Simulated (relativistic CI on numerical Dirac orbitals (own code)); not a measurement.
## Hyperfine structure of Bi²⁺, mass number 209

Method of calculation: Dirac-Coulomb-Breit CI, KLI orbitals optimised for each configuration, a model potential for QED, valence Slater integrals scaled by 0.85, P86 correlation energy added to each configuration (own radial code, finite nucleus).

Configurations in the expansion (outside the closed core [Xe] 4f14 5d10): 6s²6p, 6s6p², 6s²6d, 6s²7s, 6p³, 6s²6f, 6s6p6d, 6s²7p, 6s²8s, 6s²5f, 6s²7d, 6s²8p, 6s6p6f, 6s²8d, 6s²5g, 6s²7f. Levels of other configurations are missing.

Nuclear spin I = 9/2, μ = 4.092 μN, Q = -0.516 b (tables of Stone and Pyykkö). The electronic factors are computed for point nuclear moments, without core polarisation; leaving it out makes A of s and p electrons in near-neutral atoms 20 to 40 % too small, and it can dominate for d and f shells.

```csv
Level,E (eV),A (MHz),B (MHz)
6s²6p ²P°1/2,0.0000,14030,
6s²6p ²P°3/2,2.5262,1240,-1350
6s6p² ⁴P1/2,8.3101,47520,
6s6p² ⁴P3/2,9.7541,15450,-1180
6s6p² ⁴P5/2,10.6924,15720,911
6s6p² ²D3/2,11.9857,-3661,-1490
6s²7s ²S1/2,12.3376,12970,
6s²6d ²D5/2,12.7640,7116,-599
```

Levels with J = 0, under 50 % of one LS term, or S terms without an open s electron are left out. Small factors come from cancelling terms and can be off by tens of per cent or more.

Correlation outside the listed configurations is missing or only estimated: errors of thousands of cm⁻¹ between configurations and terms are usual at this charge. Rates and lifetimes follow the computed energies and can be off by large factors. The fine structure of a lone outer electron comes out too small, for d and f at times inverted, and misplaced configurations move strength between like terms. 21 of the 25 excited levels that our extract of the measured tables holds in this range could be paired (the sources list more); they are missed by 4293 cm⁻¹ on average and 17639 at most, and levels without a partner can miss by more.

(1) Give the hyperfine levels of 6s²6p ²P°1/2 relative to its centre of gravity.

Answers

(1) With K = F(F + 1) − I(I + 1) − J(J + 1), E = AK/2: F = 4: -38590, F = 5: 31570 MHz.

LS names give the leading component of a level, which can be under half, so a name can repeat, a term be missing and a line seem to break the LS rules.
